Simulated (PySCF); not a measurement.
# Computed spin Hamiltonian

C5H11OS (doublet state).
Structure used (GFN2-xTB), in Å, numbered top down from 1:
```
atom  x, y, z in Å
C1     1.555   -1.938    0.209
S2     0.497   -1.078    1.222
C3    -0.447   -0.055   -0.060
C4    -1.216   -1.024   -0.947
C5    -1.384    0.847    0.734
O6     0.457    0.613   -0.879
C7     1.222    1.639   -0.288
H8     2.163   -2.678    0.688
H9     1.892   -1.455   -0.688
H10   -0.519   -1.671   -1.473
H11   -1.793   -0.463   -1.679
H12   -1.885   -1.633   -0.346
H13   -0.840    1.420    1.481
H14   -2.124    0.237    1.244
H15   -1.892    1.531    0.056
H16    2.005    1.880   -1.006
H17    1.679    1.302    0.649
H18    0.621    2.534   -0.097
```

The hyperfine couplings belong to this conformer and change with its torsions.

The species is `[CH2]SC(C)(C)OC` [radical].

Computed with PySCF 2.14.0, UKS B3LYP, pcH-1 on C H O S, non-relativistic, mean-field spin-orbit, GIAO. Isolated species at its GFN2-xTB geometry (one conformer only). Couplings are sensitive to structure, and on GFN2-xTB geometries they can be far from those on DFT ones. The SCF solution wasn't tested for stability.

```json
{
  "g1, g2, g3": "2.00214, 2.00478, 2.00860",
  "g_iso": "2.00517",
  "Form of g": "rhombic: the two nearest values differ by 41 % of g3 − g1",
  "⟨S²⟩": "0.7542 (exact 0.7500)",
  "α and β electrons": "33, 32",
  "Total energy": "-670.53377 Eh",
  "Basis functions": "295"
}
```

Hyperfine couplings atom by atom, in MHz; T1 to T3 are the principal values of the dipolar part:

| atom | isotope | a_iso | of which spin–orbit | T1 | T2 | T3 | Mulliken spin population |
| --- | --- | --- | --- | --- | --- | --- | --- |
| C1 | 13C | 120.9 | 0.3 | -68.3 | -67.5 | 135.8 | 0.85 |
| S2 | 33S | 4.9 | -0.4 | -25.4 | -21.3 | 46.7 | 0.18 |
| C3 | 13C | 0.1 | 0.0 | -1.7 | -1.1 | 2.9 | 0.01 |
| C4 | 13C | -0.5 | 0.0 | -1.9 | -0.2 | 2.1 | 0.01 |
| C5 | 13C | -0.8 | 0.0 | -0.6 | 0.0 | 0.5 | 0.00 |
| O6 | 17O | -1.4 | 0.0 | -0.6 | 0.1 | 0.5 | 0.00 |
| C7 | 13C | 0.6 | 0.0 | -0.6 | -0.1 | 0.7 | 0.00 |
| H8 | 1H | -49.6 | 0.1 | -32.2 | -1.6 | 33.8 | -0.03 |
| H9 | 1H | -29.4 | 0.1 | -31.7 | -1.4 | 33.2 | -0.03 |
| H10 | 1H | -0.6 | 0.0 | -5.0 | -2.8 | 7.8 | 0.00 |
| H11 | 1H | 0.7 | 0.0 | -1.7 | -0.9 | 2.7 | 0.00 |
| H12 | 1H | 1.5 | 0.0 | -2.0 | -1.3 | 3.3 | 0.00 |
| H13 | 1H | -0.5 | 0.0 | -1.9 | -1.3 | 3.1 | 0.00 |
| H14 | 1H | 0.5 | 0.0 | -1.4 | -1.3 | 2.7 | 0.00 |
| H15 | 1H | -0.7 | 0.0 | -1.0 | -0.7 | 1.7 | 0.00 |
| H16 | 1H | 0.2 | 0.0 | -1.1 | -0.9 | 2.0 | 0.00 |
| H17 | 1H | -0.1 | 0.0 | -2.7 | -1.7 | 4.5 | 0.00 |
| H18 | 1H | -0.3 | 0.0 | -1.0 | -0.8 | 1.8 | 0.00 |

Largest spin populations (Mulliken): C1 (+0.85) and S2 (+0.18). The angles at C1 add up to 354.2°, so it is nearly planar; its axial dipolar tensor and the negative couplings of its protons fit spin in a p orbital normal to that plane.

Axes: g2 points within 13° of the C1–S2 bond and g3 points within 6° of the S2–C3 bond.

Under fast tumbling the dipolar parts average out, and these isotropic splittings remain: 1 × 1H (H8, I = 1/2, 2 lines) with 1.77 mT and 1 × 1H (H9, I = 1/2, 2 lines) with 1.05 mT.

H8 and H9 aren't averaged: C1 is flat or nearly so (angle sum 354°), and its turn about the short C1–S2 bond (1.70 Å) is taken as slow.

The 13C coupling of C1 (120.9 MHz) shows only in satellite lines or after enrichment, since that isotope makes up about 1.07 % of natural carbon.
